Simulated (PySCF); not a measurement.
All values below come from B3LYP-D3(BJ)/def2-TZVP // PBE0-D4/def2-TZVP (PySCF). Gas-phase values, no solvent. One relaxed conformer stands for a flexible species; it need not be the lowest. B3LYP has the VWN-RPA correlation part, as in Gaussian. Excitations are Tamm–Dancoff values on a coarser integration grid. The basis has no diffuse functions, so Rydberg states are missing or too high.

Reference species (SMILES): `[S@@](C)(=O)[SiH2]Cl` (O–S–Si–Cl torsion 174°) (neutral, multiplicity 1).

```json
{
  "S1 oscillator strength": "0.001",
  "S1 excitation (TDA)": "4.44 eV"
}
```

Changed species: `CS[SiH2]Cl` (C–S–Si–Cl torsion 64°) (X = methylthio; the reference has X = methylsulfinyl).

**Question.** What does the change do to the S1 oscillator strength and S1 excitation (TDA)?

**Answer.** the S1 oscillator strength is nearly the same; the S1 excitation (TDA) rises by 1.13 eV, to 5.57 eV.
